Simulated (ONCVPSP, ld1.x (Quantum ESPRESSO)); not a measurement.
**Potentials for Si (Z = 14) compared**

Generated with ld1.x 7.5 (TM, RRKJ, ultrasoft, PAW), atompaw 4.2 or ONCVPSP 4.0.1. The cutoff is in Ry: for ld1.x and atompaw files where the sum of valence levels is converged to 10 mRy in a Bessel basis, for ONCV files where the hardest occupied wave has 1 mHa per electron of residual kinetic energy. The error is the largest all-electron minus pseudo excitation energy over each file’s own four to seven test configurations (ionisations up to +4, promotions, holes and added fractions of an electron), all of which were solved. The labels leave out finer settings (local radius, basis sizes, second energies), which also bear on the numbers. Spin-polarised tests are not counted. The rows are a selection from randomly drawn settings: files with unsolved tests, undetermined cutoffs or missed reference levels are left out.

```csv
potential,cutoff (Ry),largest error (meV),bound ghosts
"TM, PBEsol, non-relativistic, rc 1.25/1.80/1.40 (spd), local s, core correction yes, reference 3s2 3p2",50,+76,none
"RRKJ, LDA (PZ), scalar-relativistic, rc 1.35/1.95/2.15 (spd), local s, core correction yes, reference 3s2 3p1",35,+52,none
"PAW, PBE, non-relativistic, rc 1.90/2.30/2.05 (spd), local smoothed, core correction yes, reference 3s1 3p3",10,-42,none
"TM, PBEsol, scalar-relativistic, rc 1.30/2.15 (sp), local s, core correction no, reference 3s2 3p0.5",40,+28,none
```

Task: Fill in the row for Si: ONCV, PBE, scalar-relativistic, rc 1.95/1.50 (sp), local smoothed, core correction yes, reference 3s2 3p2, qcut 4.1/4.4, projectors 2/1.

Result: cutoff 13 Ry, largest error +75 meV, bound ghosts: none.

Task: Fill in the row for Si: TM, LDA (PZ), non-relativistic, rc 1.65/1.75/1.60 (spd), local p, core correction yes, reference 3s2 3p2.

Result: cutoff 15 Ry, largest error +52 meV, bound ghosts: none.
